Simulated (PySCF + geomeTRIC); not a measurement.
The multiplicity is imposed and other spin states were not computed.

Calculation: PySCF + geomeTRIC with TPSS-D3(BJ)/def2-SVP. fastk is a local helper that only speeds up exchange builds. No frequencies were computed at this level.

```python
import json, numpy as np
from pyscf import gto, dft
from fastk import lowrank_exchange
atoms = """
Zn     0.210861     0.321849     0.557847
N      0.540227    -1.506415     0.463873
H     -0.238573    -2.086799     0.749426
H      1.347773    -1.884554     0.939897
N     -0.540702     1.712300    -0.457008
C      0.200146     2.032847    -1.658488
C     -1.136074     2.904442     0.102770
H     -0.495850     2.415623    -2.414763
H      0.970250     2.803074    -1.496221
H      0.673649     1.133891    -2.054274
H     -0.396274     3.682027     0.346941
H     -1.833849     3.330041    -0.628569
H     -1.694441     2.655765     1.003198
"""
def scf(charge, spin, dm0=None):
    mol = gto.M(atom=atoms, basis='def2-svp', ecp={}, charge=charge, spin=spin, verbose=3, max_memory=5040)
    mf = dft.KS(mol, xc='tpss').density_fit(auxbasis="def2-universal-jkfit")
    mf.disp = 'd3bj'
    mf.grids.level = 3
    mf.conv_tol = 1e-8
    mf.max_cycle = 120
    mf.level_shift = 0.25
    mf.kernel(dm0)
    if not mf.converged:
        mf = mf.newton().run(mf.mo_coeff, mf.mo_occ).undo_soscf()
    return mf
mf = scf(0, 0)
from pyscf.geomopt.geometric_solver import kernel as optimize
path = []
done, mol = optimize(mf, maxsteps=120, assert_convergence=False, callback=lambda env: path.append((env["energy"], bool(env["g_scanner"].converged))))
res = dict(converged=bool(done and path[-1][1]), energy=path[-1][0], path=[e for e, c in path], xyz=mol.atom_coords(unit="Angstrom").tolist(), nao=mol.nao)
json.dump(res, open("result.json", "w"))
```

Output:

```
converged SCF energy = -1969.56093416271
Geometry optimization cycle 1
converged SCF energy = -1969.56093416134
cycle 1: E = -1969.56093416  dE = -1969.56  norm(grad) = 0.0474705
Geometry optimization cycle 2
converged SCF energy = -1969.56617671773
cycle 2: E = -1969.56617672  dE = -0.00524256  norm(grad) = 0.0186354
Geometry optimization cycle 3
converged SCF energy = -1969.56948364543
cycle 3: E = -1969.56948365  dE = -0.00330693  norm(grad) = 0.0190325
Geometry optimization cycle 4
converged SCF energy = -1969.57116589843
cycle 4: E = -1969.5711659  dE = -0.00168225  norm(grad) = 0.0149342
Geometry optimization cycle 5
converged SCF energy = -1969.57162626675
cycle 5: E = -1969.57162627  dE = -0.000460368  norm(grad) = 0.00596134
Geometry optimization cycle 6
converged SCF energy = -1969.57175686662
cycle 6: E = -1969.57175687  dE = -0.0001306  norm(grad) = 0.00314167
Geometry optimization cycle 7
converged SCF energy = -1969.57181688206
cycle 7: E = -1969.57181688  dE = -6.00154e-05  norm(grad) = 0.00311129
Geometry optimization cycle 8
converged SCF energy = -1969.57185523513
cycle 8: E = -1969.57185524  dE = -3.83531e-05  norm(grad) = 0.002244
Geometry optimization cycle 9
converged SCF energy = -1969.57187737629
cycle 9: E = -1969.57187738  dE = -2.21412e-05  norm(grad) = 0.00175822
Geometry optimization cycle 10
converged SCF energy = -1969.57190067688
cycle 10: E = -1969.57190068  dE = -2.33006e-05  norm(grad) = 0.00211871
Geometry optimization cycle 11
converged SCF energy = -1969.57192197333
cycle 11: E = -1969.57192197  dE = -2.12965e-05  norm(grad) = 0.00214625
Geometry optimization cycle 12
converged SCF energy = -1969.571937063
cycle 12: E = -1969.57193706  dE = -1.50897e-05  norm(grad) = 0.0013527
Geometry optimization cycle 13
converged SCF energy = -1969.57194393419
cycle 13: E = -1969.57194393  dE = -6.8712e-06  norm(grad) = 0.000877845
Geometry optimization cycle 14
converged SCF energy = -1969.5719468966
cycle 14: E = -1969.5719469  dE = -2.9624e-06  norm(grad) = 0.000995484
Geometry optimization cycle 15
converged SCF energy = -1969.57194861913
cycle 15: E = -1969.57194862  dE = -1.72254e-06  norm(grad) = 0.00102163
Geometry optimization cycle 16
converged SCF energy = -1969.57194971979
cycle 16: E = -1969.57194972  dE = -1.10066e-06  norm(grad) = 0.000913044
Geometry optimization cycle 17
converged SCF energy = -1969.571950475
cycle 17: E = -1969.57195048  dE = -7.55212e-07  norm(grad) = 0.000790322
Geometry optimization cycle 18
converged SCF energy = -1969.57195120387
cycle 18: E = -1969.5719512  dE = -7.28869e-07  norm(grad) = 0.000709479
Geometry optimization cycle 19
converged SCF energy = -1969.57195211137
cycle 19: E = -1969.57195211  dE = -9.07497e-07  norm(grad) = 0.000681364
Geometry optimization cycle 20
converged SCF energy = -1969.57195341223
cycle 20: E = -1969.57195341  dE = -1.30086e-06  norm(grad) = 0.000702187
Geometry optimization cycle 21
converged SCF energy = -1969.57195520358
cycle 21: E = -1969.5719552  dE = -1.79135e-06  norm(grad) = 0.000763709
Geometry optimization cycle 22
converged SCF energy = -1969.57195749491
cycle 22: E = -1969.57195749  dE = -2.29133e-06  norm(grad) = 0.000793757
Geometry optimization cycle 23
converged SCF energy = -1969.57196040461
cycle 23: E = -1969.5719604  dE = -2.9097e-06  norm(grad) = 0.000697733
Geometry optimization cycle 24
converged SCF energy = -1969.57196306866
cycle 24: E = -1969.57196307  dE = -2.66405e-06  norm(grad) = 0.000509259
Geometry optimization cycle 25
converged SCF energy = -1969.57196462856
cycle 25: E = -1969.57196463  dE = -1.5599e-06  norm(grad) = 0.000320276
Geometry optimization cycle 26
converged SCF energy = -1969.5719654151
cycle 26: E = -1969.57196542  dE = -7.86539e-07  norm(grad) = 0.000205971
Geometry optimization cycle 27
converged SCF energy = -1969.57196560723
cycle 27: E = -1969.57196561  dE = -1.92128e-07  norm(grad) = 0.000269629
Geometry optimization cycle 28
converged SCF energy = -1969.5719654072
cycle 28: E = -1969.57196541  dE = 2.00028e-07  norm(grad) = 0.000352199
Geometry optimization cycle 29
converged SCF energy = -1969.57196538951
cycle 29: E = -1969.57196539  dE = 1.7686e-08  norm(grad) = 0.000372447
<class 'geometric.internal.Distance'> : 12
<class 'geometric.internal.Angle'> : 19
<class 'geometric.internal.Dihedral'> : 16
<class 'geometric.internal.TranslationX'> : 1
<class 'geometric.internal.TranslationY'> : 1
<class 'geometric.internal.TranslationZ'> : 1
<class 'geometric.internal.RotationA'> : 1
<class 'geometric.internal.RotationB'> : 1
<class 'geometric.internal.RotationC'> : 1
Step    0 : Gradient = 1.317e-02/1.983e-02 (rms/max) Energy = -1969.5609341613
Step    1 : Displace = 6.731e-02/1.120e-01 (rms/max) Trust = 1.000e-01 (=) Grad = 5.169e-03/1.390e-02 (rms/max) E (change) = -1969.5661767177 (-5.243e-03) Quality = 1.353
Step    2 : Displace = 1.019e-01/1.885e-01 (rms/max) Trust = 1.414e-01 (+) Grad = 5.279e-03/9.796e-03 (rms/max) E (change) = -1969.5694836454 (-3.307e-03) Quality = 1.389
Step    3 : Displace = 1.050e-01/1.968e-01 (rms/max) Trust = 2.000e-01 (+) Grad = 4.142e-03/7.924e-03 (rms/max) E (change) = -1969.5711658984 (-1.682e-03) Quality = 1.262
Step    4 : Displace = 4.784e-02/9.518e-02 (rms/max) Trust = 2.828e-01 (+) Grad = 1.653e-03/3.396e-03 (rms/max) E (change) = -1969.5716262668 (-4.604e-04) Quality = 1.300
Step    5 : Displace = 2.573e-02/5.304e-02 (rms/max) Trust = 3.000e-01 (+) Grad = 8.713e-04/2.302e-03 (rms/max) E (change) = -1969.5717568666 (-1.306e-04) Quality = 1.336
Step    6 : Displace = 1.975e-02/3.757e-02 (rms/max) Trust = 3.000e-01 (=) Grad = 8.629e-04/1.780e-03 (rms/max) E (change) = -1969.5718168821 (-6.002e-05) Quality = 1.427
Step    7 : Displace = 1.885e-02/3.082e-02 (rms/max) Trust = 3.000e-01 (=) Grad = 6.224e-04/1.084e-03 (rms/max) E (change) = -1969.5718552351 (-3.835e-05) Quality = 1.341
Step    8 : Displace = 1.393e-02/2.197e-02 (rms/max) Trust = 3.000e-01 (=) Grad = 4.876e-04/1.312e-03 (rms/max) E (change) = -1969.5718773763 (-2.214e-05) Quality = 1.422
Step    9 : Displace = 1.786e-02/2.835e-02 (rms/max) Trust = 3.000e-01 (=) Grad = 5.876e-04/1.335e-03 (rms/max) E (change) = -1969.5719006769 (-2.330e-05) Quality = 1.357
Step   10 : Displace = 1.994e-02/3.298e-02 (rms/max) Trust = 3.000e-01 (=) Grad = 5.953e-04/1.196e-03 (rms/max) E (change) = -1969.5719219733 (-2.130e-05) Quality = 1.321
Step   11 : Displace = 1.691e-02/2.711e-02 (rms/max) Trust = 3.000e-01 (=) Grad = 3.752e-04/7.001e-04 (rms/max) E (change) = -1969.5719370630 (-1.509e-05) Quality = 1.303
Step   12 : Displace = 9.010e-03/1.261e-02 (rms/max) Trust = 3.000e-01 (=) Grad = 2.435e-04/5.742e-04 (rms/max) E (change) = -1969.5719439342 (-6.871e-06) Quality = 1.358
Step   13 : Displace = 4.210e-03/7.100e-03 (rms/max) Trust = 3.000e-01 (=) Grad = 2.761e-04/6.713e-04 (rms/max) E (change) = -1969.5719468966 (-2.962e-06) Quality = 1.453
Step   14 : Displace = 2.916e-03/5.187e-03 (rms/max) Trust = 3.000e-01 (=) Grad = 2.833e-04/7.055e-04 (rms/max) E (change) = -1969.5719486191 (-1.723e-06) Quality = 1.446
Step   15 : Displace = 2.475e-03/4.185e-03 (rms/max) Trust = 3.000e-01 (=) Grad = 2.532e-04/6.869e-04 (rms/max) E (change) = -1969.5719497198 (-1.101e-06) Quality = 1.314
Step   16 : Displace = 1.950e-03/3.457e-03 (rms/max) Trust = 3.000e-01 (=) Grad = 2.192e-04/6.311e-04 (rms/max) E (change) = -1969.5719504750 (-7.552e-07) Quality = 1.141
Step   17 : Displace = 1.918e-03/3.672e-03 (rms/max) Trust = 3.000e-01 (=) Grad = 1.968e-04/5.403e-04 (rms/max) E (change) = -1969.5719512039 (-7.289e-07) Quality = 0.933
Step   18 : Displace = 2.441e-03/4.987e-03 (rms/max) Trust = 3.000e-01 (=) Grad = 1.890e-04/4.092e-04 (rms/max) E (change) = -1969.5719521114 (-9.075e-07) Quality = 0.755
Step   19 : Displace = 3.857e-03/7.687e-03 (rms/max) Trust = 3.000e-01 (=) Grad = 1.948e-04/3.347e-04 (rms/max) E (change) = -1969.5719534122 (-1.301e-06) Quality = 0.609
Step   20 : Displace = 6.122e-03/1.071e-02 (rms/max) Trust = 3.000e-01 (=) Grad = 2.118e-04/4.531e-04 (rms/max) E (change) = -1969.5719552036 (-1.791e-06) Quality = 0.496
Step   21 : Displace = 7.772e-03/1.464e-02 (rms/max) Trust = 3.000e-01 (=) Grad = 2.201e-04/5.648e-04 (rms/max) E (change) = -1969.5719574949 (-2.291e-06) Quality = 0.478
Step   22 : Displace = 6.305e-03/1.251e-02 (rms/max) Trust = 3.000e-01 (=) Grad = 1.935e-04/4.562e-04 (rms/max) E (change) = -1969.5719604046 (-2.910e-06) Quality = 0.688
Step   23 : Displace = 4.002e-03/6.860e-03 (rms/max) Trust = 3.000e-01 (=) Grad = 1.412e-04/2.435e-04 (rms/max) E (change) = -1969.5719630687 (-2.664e-06) Quality = 0.934
Step   24 : Displace = 3.025e-03/5.245e-03 (rms/max) Trust = 3.000e-01 (=) Grad = 8.883e-05/1.403e-04 (rms/max) E (change) = -1969.5719646286 (-1.560e-06) Quality = 1.092
Step   25 : Displace = 2.671e-03/5.364e-03 (rms/max) Trust = 3.000e-01 (=) Grad = 5.713e-05/1.164e-04 (rms/max) E (change) = -1969.5719654151 (-7.865e-07) Quality = 0.938
Step   26 : Displace = 2.267e-03/5.168e-03 (rms/max) Trust = 3.000e-01 (=) Grad = 7.478e-05/1.511e-04 (rms/max) E (change) = -1969.5719656072 (-1.921e-07) Quality = 0.344
Step   27 : Displace = 2.237e-03/3.441e-03 (rms/max) Trust = 3.000e-01 (=) Grad = 9.768e-05/2.235e-04 (rms/max) E (change) = -1969.5719654072 (+2.000e-07) Quality = -0.529
Step   28 : Displace = 1.094e-03/1.635e-03 (rms/max) Trust = 1.119e-03 (-) Grad = 1.033e-04/2.504e-04 (rms/max) E (change) = -1969.5719653895 (+1.769e-08) Quality = -0.053
Converged! =D
```

Cost: around 16 core-minutes (rough).
